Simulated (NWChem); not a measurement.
System: CdH2Se; SMILES [SeH][CdH]

The following NWChem deck was run.

```
start job
memory heap 200 mb stack 900 mb global 1100 mb
geometry units angstroms noautosym nocenter noautoz
  Cd     0.428209    -0.728302     0.000000
  H      0.688469    -2.377563     0.000000
  Se     0.068916     1.714394     0.000000
  H     -1.392672     1.536305     0.000000
end
basis spherical
  * library def2-svpd
end
ecp
  Cd library def2-ecp
end
dft
  xc pbe0
  iterations 150
end
property
  response 1 0.0
end
task dft property
```

Structure relaxed at the PBE0/def2-SVP level. Not confirmed as a minimum by frequencies. def2 effective core potentials on Cd; no spin-orbit coupling.

Static field.

Q: Predict the main results of this run. (PBE0/def2-SVPD with def2 effective core potentials on Cd.) Quantities: isotropic polarisability (bohr³); anisotropy (bohr³).

A: 
```yaml
isotropic polarisability (bohr³): 64.4
anisotropy (bohr³): 35.8
```
